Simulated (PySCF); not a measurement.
## Spinor energies of F(4+) (fluorine, charge +4)

Start: [He] 2s2 2p1; 2p1/2 filled at m_j = +1/2. Calculated with PySCF 2.14 in x2c-TZVPall-2c (5s3p2d1f, 31 functions): generalised Hartree-Fock with the X2C-1e Hamiltonian and a Gaussian nucleus; one run each with spin-orbit coupling (SO) switched off, then screened by Boettger's factors.

| spinor shell | electrons | ε, spin-free (eV) | ε, screened SO (eV) | weight of nominal j (screened SO) | rms radius, screened SO (bohr) |
| --- | --- | --- | --- | --- | --- |
| 1s1/2 | 2 | -832.73 | -832.71 | 1.000 | 0.202 |
| 2s1/2 | 2 | -127.24 | -127.23 | 0.999 | 0.913 |
| 2p1/2 | 1 | -115.02 | -115.08 | 0.942 | 0.847 |

| quantity | spin-free | screened SO |
| --- | --- | --- |
| E (hartree) | -92.21665 | -92.21891 |
| M_J | 1/2 | 1/2 |
| ⟨J²⟩ | 1.095 | 0.925 |
| ⟨L²⟩ | 2.007 | 2.007 |
| ⟨S²⟩ | 0.752 | 0.752 |

Each row is a mean over spinors that exchange with the open shell spreads, by up to 0.911 eV (2s1/2).

⟨J²⟩ departs a little from M_J(M_J + 1) because the unrestricted spinors polarise the closed shells.

Without spin-orbit coupling the j labels of p, d and f shells carry no meaning; the spin-free column gives the mean over the occupied spinors of each nl shell, and its ⟨J²⟩ belongs to a mixture of degenerate components.
